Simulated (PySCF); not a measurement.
GeH₇NOSi. Atoms are numbered in the order given.

```xyz
11

O      2.0835     0.6270     0.0725
Ge     0.7513    -0.5569     0.0819
N     -0.7514     0.1246    -0.7050
Si    -2.1772     0.7271     0.0815
H      1.8591     1.4533     0.5153
H      0.3577    -0.9235     1.5198
H      1.3114    -1.7168    -0.7429
H     -0.6958     0.2247    -1.7156
H     -2.3722     2.1967    -0.1214
H     -2.0113     0.4655     1.5402
H     -3.4195     0.0518    -0.4024
```

Geometry: ωB97X-D3(BJ)/def2-SVP. The structure was generated by enumeration, and PubChem lists no compound with its InChIKey, so it may never have been made. One conformer was computed; it need not be the lowest.

Method: PBE/pcSseg-1 (PySCF).

GIAO shieldings, no solvent; atoms listed in one row are averaged. δ = σ(ref) − σ: ¹⁷O against H2O (σ = 334.3 ppm); ⁷³Ge against GeH4 (σ = 1614.4 ppm); ¹⁵N against NH3 (σ = 267.0 ppm); ²⁹Si against TMS (σ = 335.4 ppm); ¹H against TMS (σ = 31.49 ppm), references at their B3LYP-D3(BJ)/def2-TZVP geometries, non-relativistic.

| nucleus | atoms | count | δ (ppm) |
|---|---|---|---|
| ¹⁷O | O1 | 1 | 67.6 |
| ⁷³Ge | Ge2 | 1 | 355.2 |
| ¹⁵N | N3 | 1 | 38.7 |
| ²⁹Si | Si4 | 1 | -51.8 |
| ¹H | H6 | 1 | 5.79 |
| ¹H | H7 | 1 | 5.67 |
| ¹H | H9, H10, H11 | 3 | 5.19 |
| ¹H | H5 | 1 | 0.91 |
| ¹H | H8 | 1 | 0.60 |
